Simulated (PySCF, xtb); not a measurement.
Be(Cl)(GeH3) (BeClGeH3), SMILES [Cl][Be][GeH3].

Harmonic wavenumbers (cm⁻¹) from GFN2-xTB run with xtb at its own minimum, in rising order: 142, 142, 261, 338, 339, 866, 929, 930, 965, 1986, 2029, 2030.

### Question
What does PBE0-D3(BJ)/def2-TZVP run with PySCF give at its own minimum? (An estimate is asked for; the answer gives what the named calculation found.)

### Answer
169, 169, 260, 446, 446, 796, 887, 887, 990, 2130, 2133, 2133. Paired by order, the mean absolute difference is 67 cm⁻¹ and the zero-point energies are 15.7 and 16.4 kcal/mol.
